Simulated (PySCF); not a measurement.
## Polarisability and C₆ of B²⁺ (boron, charge +2)

[He] 2s1, 2S determinant. Calculation: PySCF 2.14, in aug-cc-pwCVTZ; no relativity, point nucleus. Coupled (time-dependent) response in atomic units; α is the mean over directions.

```tsv
method	mean α (bohr³)	C₆ (like pair)	S(−4)
UHF	7.931	11.15	154.6
PBE	6.984	9.284	119.7
PBE0	7.200	9.701	127.2
HSE06	7.193	9.690	126.8
BHandHLYP	7.183	9.596	128.5
```

S(−4) is the Cauchy moment in α(ω) = α(0) + S(−4) ω² + …

α(iu) at BHandHLYP:

| u (hartree) | α(iu) (bohr³) |
| --- | --- |
| 0 | 7.183 |
| 0.0500 | 6.877 |
| 0.100 | 6.101 |
| 0.200 | 4.245 |
| 0.300 | 2.871 |
| 0.500 | 1.497 |
| 0.750 | 0.8393 |
| 1.00 | 0.5504 |
| 1.50 | 0.3003 |
| 2.00 | 0.1939 |
| 3.00 | 0.1047 |
| 5.00 | 0.04956 |

A single London oscillator, α(iu) = α/(1 + u²/ω²), gives C₆ = (3/4) ω α². Matching the computed C₆ needs ω = 4 × 9.596 / (3 × 7.183²) = 0.248 hartree.

For an ion, C₆ is the dispersion term alone; charge-induced terms of lower order in 1/R come first.
